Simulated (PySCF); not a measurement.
Correlation energy of B⁺ (boron, charge +1)

[He] 2s1 2p1, high-spin 3P determinant (an excited configuration). Computed with PySCF 2.14 in def2-TZVPPD, with the non-relativistic Hamiltonian (point nucleus). Frozen: nothing; 4 electrons correlated.

| level | correlation energy (mhartree) |
| --- | --- |
| CCSD | -20.81 |
| (T) | -0.02 |
| CCSD(T) | -20.83 |

Diagnostics: T1 = 0.0014, D1 = 0.0036, largest double amplitude 0.028.

Is a single reference adequate?

Yes: T1 lies below 0.03 and no double amplitude reaches 0.07.

This basis was not built for core-valence correlation, so the inner-shell part is incomplete.
